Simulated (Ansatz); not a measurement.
A run on `N[Si](O)([SiH3])Cl` with other settings.

```yaml
crystal:
  periodic: [false, false, false]
  atoms:
    - {symbol: N, position_ang: [-0.696974, 1.343962, 0.691394]}
    - {symbol: Si, position_ang: [0.544298, 0.695321, 0.017346]}
    - {symbol: O, position_ang: [1.787362, 0.294588, 0.970813]}
    - {symbol: Si, position_ang: [-0.785156, -1.825242, -0.488494]}
    - {symbol: Cl, position_ang: [1.244537, 1.448917, -1.613244]}
    - {symbol: H, position_ang: [-1.212408, 1.232012, 1.559244]}
    - {symbol: H, position_ang: [-0.320258, 2.742808, 0.907959]}
    - {symbol: H, position_ang: [2.438011, -0.131028, 0.275347]}
    - {symbol: H, position_ang: [-1.436534, -2.185024, 0.554095]}
    - {symbol: H, position_ang: [-2.035381, -1.377392, -1.634927]}
    - {symbol: H, position_ang: [0.214623, -2.580684, -1.064190]}
basis:
  gaussian: {orbitals: cc-pVDZ, point_charges: [{charge: 1.00, position_ang: [6.210, -0.728, -0.753]}]}
total_charge: -1
magnetization: {spin_polarized: false, initial_magnetization: 1}
hamiltonian: {xc: {name: r2SCAN}}
```

```sh
$ ansatz run in.yaml --threads 4 --pin off --events-out ev --progress --plain --max-ram 10444MiB
```

It prints (some lines left out):

```
Functional definition: r2SCAN
1421 factors; their error is unknown
mean field evaluation 1: about -31901.5000 eV, gradient 5.5e1 eV
mean field evaluation 2: about -31848.9359 eV, gradient 1.3e2 eV
mean field evaluation 4: about -31904.4914 eV, gradient 2.9e1 eV
mean field evaluation 8: about -31907.9473 eV, gradient 7.1e0 eV
mean field evaluation 16: about -31908.1884 eV, gradient 4.8e-1 eV
mean field evaluation 32: about -31908.1536 eV, gradient 2.8e-4 eV
mean field -31908.15363078 eV, -1172.6030178077 hartree, gradient 7.2e-6 eV, S^2 0.750000; 9 other end points of the search recorded, 0 dependent functions left out
reference -31908.15364438 eV, -1172.6030183077 hartree; 34, 33 occupied and 78, 79 virtual orbitals, 1421 factors
Total energy: -31908.15364438 eV, -1172.6030183077 hartree
```

It took 28 s on 4 threads of an Arm Neoverse V1 on a shared host, with 0.54 GiB of host memory at the peak.
